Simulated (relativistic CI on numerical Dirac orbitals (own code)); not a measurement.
Calculated levels, Mg4+

Calculated at this level of theory: Dirac-Coulomb-Breit CI, orbitals from a KLI potential per configuration, model QED, valence Slater integrals scaled by 0.85, configuration energies shifted to the measured levels that pair with them (semi-empirical) (own radial code, finite nucleus).

CI space (outside the closed core 1s2): 2s2 2p4, 2s 2p5, 2p6, 2s2 2p3 3s, 2s2 2p3 3d, 2s2 2p3 4s, 2s 2p4 3s, 2s2 2p3 4d, 2s2 2p3 3p, 2p5 3s, 2p5 3p, 2s2 2p3 4p, 2s2 2p3 4f, 2p5 3d, 2s 2p4 3p, 2s2 2p2 3s2, 2s 2p4 3d, 2s2 2p2 3s 3p, 2s2 2p2 3p2, 2s2 2p2 3s 3d, 2s 2p4 4s, 2s2 2p2 3p 3d, 2s 2p4 4p, 2s 2p4 4d, 2s 2p3 3s2, 2s 2p4 4f, 2s2 2p2 3d2, 2s 2p3 3s 3p. Levels of other configurations are missing.

| No. | Configuration | Term | J | E (cm⁻¹) | % | Landé g | jj configuration (%) |
| --- | --- | --- | --- | --- | --- | --- | --- |
| 41 | 2p3(2P°) 3p‡ | 3D | 3 | 810322 | 97 | 1.332 | 2p3/2^3 3p3/2 (52) |
| 42 | 2p3(2P°) 3p‡ | 3D | 2 | 810767 | 61 | 1.108 | 2p1/2 2p3/2^2 3p3/2 (73) |
| 43 | 2p3(2P°) 3p‡ | 1P | 1 | 813993 | 96 | 0.996 | 2p3/2 3p3/2 (25) |
| 44 | 2p3(4S°) 3d | 5D° | 4 | 817293 | 99 | 1.501 | 2p1/2 2p3/2^2 3d5/2 (55) |
| 45 | 2p3(4S°) 3d | 5D° | 3 | 817299 | 99 | 1.501 | 2p1/2 2p3/2^2 3d5/2 (32) |
| 46 | 2p3(4S°) 3d | 5D° | 2 | 817309 | 99 | 1.501 | 2p1/2 2p3/2^2 3d3/2 (39) |
| 47 | 2p3(4S°) 3d | 5D° | 1 | 817319 | 99 | 1.501 | 2p1/2 2p3/2^2 3d3/2 (50) |
| 48 | 2p3(4S°) 3d | 5D° | 0 | 817325 | 99 |  | 2p1/2 2p3/2^2 3d3/2 (55) |
| 49 | 2p3(2P°) 3p‡ | 3P | 2 | 818493 | 95 | 1.492 | 2p3/2 3p3/2 (38) |
| 50 | 2p3(2P°) 3p‡ | 3P | 1 | 818788 | 96 | 1.497 | 2p1/2 2p3/2^2 3p3/2 (45) |
| 51 | 2p3(2P°) 3p‡ | 3P | 0 | 818928 | 97 |  | 2p1/2 2p3/2^2 3p1/2 (63) |
| 52 | 2p3(2P°) 3p‡ | 1D | 2 | 827603 | 97 | 1.003 | 2p1/2 2p3/2^2 3p3/2 (42) |
| 53 | 2p3(4S°) 3d | 3D° | 1 | 828151 | 99 | 0.499 | 2p1/2 2p3/2^2 3d5/2 (54) |
| 54 | 2p3(4S°) 3d | 3D° | 2 | 828170 | 99 | 1.167 | 2p1/2 2p3/2^2 3d5/2 (30) |
| 55 | 2p3(4S°) 3d | 3D° | 3 | 828271 | 99 | 1.334 | 2p1/2 2p3/2^2 3d3/2 (30) |
| 56 | 2p3(2P°) 3p‡ | 1S | 0 | 848142 | 96 |  | 2p3/2^3 3p3/2 (36) |
| 57 | 2p3(2D°) 3d | 3F° | 2 | 866423 | 99 | 0.668 | 2p1/2 2p3/2^2 3d3/2 (44) |
| 58 | 2p3(2D°) 3d | 3F° | 3 | 866666 | 98 | 1.081 | 2p1/2 2p3/2^2 3d3/2 (50) |
| 59 | 2p3(2D°) 3d | 3F° | 4 | 866974 | 98 | 1.247 | 2p1/2 2p3/2^2 3d5/2 (82) |
| 60 | 2p3(2D°) 3d | 1S° | 0 | 867018 | 99 |  | 2p1/2 2p3/2^2 3d5/2 (61) |
| 61 | 2p3(2D°) 3d | 3G° | 5 | 869660 | 100 | 1.200 | 2p1/2 2p3/2^2 3d5/2 (100) |
| 62 | 2p3(2D°) 3d | 3G° | 4 | 869691 | 98 | 1.053 | 2p1/2 2p3/2^2 3d3/2 (47) |
| 63 | 2p3(2D°) 3d | 3G° | 3 | 869702 | 99 | 0.753 | 2p1/2 2p3/2^2 3d3/2 (41) |
| 64 | 2p3(2D°) 3d | 1G° | 4 | 870793 | 99 | 1.002 | 2p1/2 2p3/2^2 3d3/2 (41) |
| 65 | 2p3(2D°) 3d | 3D° | 3 | 872100 | 99 | 1.334 | 2p1/2 2p3/2^2 3d5/2 (63) |
| 66 | 2p3(2D°) 3d | 3D° | 1 | 872182 | 97 | 0.511 | 2p1/2 2p3/2^2 3d3/2 (36) |
| 67 | 2p3(2D°) 3d | 3D° | 2 | 872189 | 98 | 1.166 | 2p1/2 2p3/2^2 3d3/2 (51) |
| 68 | 2p3(2D°) 3d | 1P° | 1 | 873879 | 95 | 0.995 | 2p1/2 2p3/2^2 3d5/2 (62) |
| 69 | 2p3(2D°) 3d | 3P° | 2 | 877012 | 96 | 1.487 | 2p1/2 2p3/2^2 3d5/2 (63) |
| 70 | 2p3(2D°) 3d | 1D° | 2 | 877394 | 95 | 1.014 | 2p1/2 2p3/2^2 3d5/2 (39) |
| 71 | 2p3(2D°) 3d | 3P° | 1 | 877537 | 95 | 1.506 | 2p1/2 2p3/2^2 3d3/2 (57) |
| 72 | 2p3(2D°) 3d | 3P° | 0 | 877727 | 99 |  | 2p1/2 2p3/2^2 3d5/2 (38) |
| 73 | 2p3(2D°) 3d | 3S° | 1 | 878778 | 97 | 1.987 | 2p1/2 2p3/2^2 3d5/2 (44) |
| 74 | 2p3(2D°) 3d | 1F° | 3 | 883735 | 98 | 1.002 | 2p1/2 2p3/2^2 3d5/2 (45) |
| 75 | 2p3(2P°) 3d | 3F° | 4 | 892837 | 97 | 1.249 | 2p3/2^3 3d5/2 (50) |
| 76 | 2p3(2P°) 3d | 3F° | 3 | 893117 | 97 | 1.085 | 2p1/2 2p3/2^2 3d5/2 (49) |
| 77 | 2p3(2P°) 3d | 3F° | 2 | 893283 | 97 | 0.670 | 2p1/2 2p3/2^2 3d3/2 (78) |
| 78 | 2p3(2P°) 3d | 3P° | 0 | 893646 | 98 |  | 2p3/2 3d3/2 (49) |
| 79 | 2p3(2P°) 3d | 3P° | 1 | 893865 | 97 | 1.501 | 2p3/2^3 3d3/2 (29) |
| 80 | 2p3(2P°) 3d | 3P° | 2 | 894285 | 97 | 1.498 | 2p1/2 2p3/2^2 3d5/2 (44) |
| 81 | 2p3(2P°) 3d | 3D° | 2 | 896880 | 77 | 1.132 | 2p1/2 2p3/2^2 3d5/2 (49) |
| 82 | 2p3(2P°) 3d | 3D° | 1 | 897161 | 97 | 0.500 | 2p1/2 2p3/2^2 3d3/2 (50) |
| 83 | 2p3(2P°) 3d | 3D° | 3 | 897224 | 96 | 1.328 | 2p3/2^3 3d5/2 (43) |
| 84 | 2p3(2P°) 3d | 1D° | 2 | 898280 | 76 | 1.032 | 2p3/2^3 3d3/2 (45) |
| 85 | 2p3(2P°) 3d | 1F° | 3 | 900878 | 97 | 1.000 | 2p1/2 2p3/2^2 3d5/2 (35) |

Energies count from the lowest computed level; ° marks odd parity. Percentages are summed over parent terms; the parents shown are those of the largest component, closed shells are left out there. Filled j subshells are mostly left out of the jj labels. ‡ marks configurations that were not tied to measured data.

The mean weight of the leading LS term, summed over parents, in these 45 levels is 96 %, and that of the leading jj configuration (from the same eigenvectors) 49 %, so LS coupling describes them better.

Configurations whose levels could be paired with our table of measured levels were shifted onto them, all but the ground configuration, by the median error of their levels; single terms can still be off by 1,000 to 2,000 cm⁻¹ or more, and rates follow the energies as ν³ (E1, M1) or ν⁵ (E2). The others borrow a shift and can be off by several thousand cm⁻¹ or more. 59 of the 61 excited levels that our extract of the measured tables holds in this range could be paired (the sources list more); they are missed by 2246 cm⁻¹ on average and 10053 at most, after the shifts were fitted to these levels, and levels without a partner can miss by more.
